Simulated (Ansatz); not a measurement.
CH$_{5}$BO$_{2}$, SMILES `CB(O)O`, 9 atoms. The species carries charge 0 and has multiplicity 1. Hardware: A = 2 threads of a server CPU on a shared host; B = 2 threads of an AMD EPYC 7R13 on a shared host and a share of an NVIDIA H100 80 GB. Correlated methods freeze the cores. Open-shell runs search over several starts.

(1) Give the basis size and wall time and peak host memory of each of these runs in Ansatz. UKS B2PLYP (frozen core)/def2-TZVPP energy of the cation [A]; RKS HSE06 (plane-wave form)-D4/def2-TZVPP energy [A]; RKS PBE0-D4/def2-QZVPP energy [B]; RKS PBE0-D4/def2-SVP energy [A]; RKS r2SCANh-D4/def2-TZVPP energy [A]; UKS r2SCAN-D4/def2-TZVPP energy of the cation [A]; RKS PBE0-D4/def2-TZVP relaxation (20 steps) [A]; UKS ωB97M-V/def2-TZVPP energy of the cation [A]; RHF-CCSD(T)/cc-pV(Q+d)Z energy [B]; RKS PBE0-D4/def2-TZVP frequencies [A]; UHF-CCSD(T)/def2-TZVPP energy of the cation [B]; RHF-CCSD(T)/cc-pV(D+d)Z energy [A]. (Best estimate.)

Results:

(1) Computed: Other jobs shared the machine, so times are rough.

```tsv
level	job	functions	wall time	peak host memory (GiB)
RKS PBE0-D4/def2-SVP	energy [A]	81	1.3 s	0.41
RKS HSE06 (plane-wave form)-D4/def2-TZVPP	energy [A]	194	3.8 s	0.41
RKS r2SCANh-D4/def2-TZVPP	energy [A]	194	4.4 s	0.41
RHF-CCSD(T)/cc-pV(D+d)Z	energy [A]	81	5.5 s	0.41
RKS PBE0-D4/def2-QZVPP	energy [B]	378	12 s	0.88
UHF-CCSD(T)/def2-TZVPP	energy of the cation [B]	194	24 s	0.81
RHF-CCSD(T)/cc-pV(Q+d)Z	energy [B]	370	25 s	0.86
UKS r2SCAN-D4/def2-TZVPP	energy of the cation [A]	194	60 s	0.53
UKS B2PLYP (frozen core)/def2-TZVPP	energy of the cation [A]	194	67 s	0.52
UKS ωB97M-V/def2-TZVPP	energy of the cation [A]	194	74 s	0.81
RKS PBE0-D4/def2-TZVP	relaxation (20 steps) [A]	154	83 s	0.41
RKS PBE0-D4/def2-TZVP	frequencies [A]	154	3.3 min	0.41
```
